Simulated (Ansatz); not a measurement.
Species: sum formula SiNH5, charge 0, multiplicity 1. 
Geometry from a B3LYP-D3(BJ)/def2-TZVP (Ansatz, an electronic-structure program) optimisation:
```xyz
7

Si    -0.5698    -0.0218     0.0815
N      1.1270     0.0592    -0.2111
H     -1.1332     1.3310    -0.1334
H     -1.1511    -0.9874    -0.8795
H     -0.9726    -0.4582     1.4471
H      1.6789     0.7924     0.2058
H      1.6667    -0.7871    -0.3025
```
Charge 0, spin multiplicity 1.

Basis-set convergence of Hartree-Fock and MP2 correlation energies (hartree) with Ansatz. Cores are frozen in the correlated levels unless marked. No spin-orbit coupling. Non-relativistic.

```tsv
basis	functions	E(HF)	E(corr, MP2)
def2-SVP	57	-346.17406	-0.28029
def2-TZVPP	143	-346.35054	-0.35209
def2-QZVPP	277	-346.36305	-0.37750
```

Extrapolating the two largest sets (X = 3 and 4) as X^-3: E(corr) = (64·(-0.37750) - 27·(-0.35209))/37 = -0.3960 Eh, an estimate of the basis-set limit. The largest set recovers 95.3 % of it, the smallest 70.8 %.
